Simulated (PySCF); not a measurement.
H₆Si₃, SMILES [SiH3][Si][SiH3] (connectivity only; charge and spin as stated), neutral, multiplicity 1.

The structure is a stationary point at B3LYP-D3(BJ)/def2-SVP.

Calculation: HF/def2-TZVPD run with PySCF.

Symmetry labels are those of the subgroup C2 that the program uses (full group C2).

Question: List the valence orbital energies around the gap with their symmetry. (The exact figures need the calculation; the answer reports its results.)

Answer: 
| orbital | symmetry | energy (eV) |
|---|---|---|
| HOMO−7 | B | -19.17 |
| HOMO−6 | A | -15.88 |
| HOMO−5 | A | -13.52 |
| HOMO−4 | B | -13.36 |
| HOMO−3 | A | -13.01 |
| HOMO−2 | B | -12.90 |
| HOMO−1 | B | -9.93 |
| HOMO | A | -8.68 |
| LUMO | B | -0.27 |
| LUMO+1 | B | 1.79 |
| LUMO+2 | A | 1.90 |
| LUMO+3 | A | 1.92 |
